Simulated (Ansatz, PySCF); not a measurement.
Gas-phase reaction in SMILES: C[C@H](O)C(F)F + 4 C (CH4) → 2 CC (C2H6) [ethane] + 2 CF (CH3F) [fluoromethane] + CO (CH4O)
Structures are relaxed separately at B3LYP-D3(BJ)/def2-TZVP in Ansatz (a program for electronic structure), one conformer each, not searched for the lowest. Frequencies are from Ansatz or PySCF.
Geometry of the first species:
SMILES: [C@H](O)(C)C(F)F
```xyz
12

C     -1.6469    -0.7578     0.6681
C     -0.4519     0.1858     0.6605
O     -0.7299     1.4068    -0.0002
C      0.7374    -0.4488    -0.0411
F      1.8169     0.3829    -0.0111
F      0.4576    -0.7090    -1.3516
H     -1.4028    -1.7026     1.1586
H     -1.9717    -0.9629    -0.3517
H     -2.4765    -0.3070     1.2162
H     -0.1199     0.3725     1.6915
H     -1.5175     1.7965     0.3925
H      1.0253    -1.3913     0.4334
```

Quantity: bond separation energy (enthalpy at 298 K, with B3LYP-D3(BJ) rigid-rotor harmonic-oscillator terms), in kJ/mol. Cores are frozen in the correlated levels unless marked. No spin-orbit coupling. Non-relativistic. CBS(X,Y): correlation extrapolated as X^-3; Hartree-Fock from the larger set. The bracket is a focal-point correction in the basis named.

```csv
level,program,bond separation energy (kJ/mol)
PBE-D4/def2-TZVPD,Ansatz + dftd4,120.5
BLYP-D3(BJ)/def2-TZVPD,Ansatz + dftd3,(withheld)
revPBE/def2-TZVPD,Ansatz,104.3
B3LYP-D3(BJ)/def2-TZVPD,Ansatz + dftd3,113.7
PBE0-D3(BJ)/def2-TZVP,Ansatz + dftd3,(withheld)
PBE0/def2-QZVPP,Ansatz,(withheld)
BHLYP-D4/def2-TZVPD,Ansatz + dftd4,116.7
TPSSh-D4/def2-TZVPD,PySCF + dftd4,(withheld)
CAM-B3LYP-D3(BJ)/def2-TZVPD,Ansatz + dftd3,119.9
wB97X-V/def2-TZVPD,Ansatz,122.1
B2PLYP-D3(BJ)/def2-TZVPD,Ansatz + dftd3,118.9
PBE-QIDH/def2-TZVPD,Ansatz,123.2
RPA@PBE/cc-pVTZ,Ansatz,122.1
SCS-MP2/6-31G*,Ansatz,144.7
SCS-MP2/cc-pVDZ,Ansatz,132.9
"RI-MP2/CBS(cc-pVTZ,cc-pVQZ)+[CCSD(T)-MP2]/cc-pVTZ",Ansatz,126.2
```

Q: What belongs in the gaps?

A: 
- BLYP-D3(BJ)/def2-TZVPD, bond separation energy (kJ/mol): 111.0
- PBE0-D3(BJ)/def2-TZVP, bond separation energy (kJ/mol): 125.3
- PBE0/def2-QZVPP, bond separation energy (kJ/mol): 118.0
- TPSSh-D4/def2-TZVPD, bond separation energy (kJ/mol): 108.9
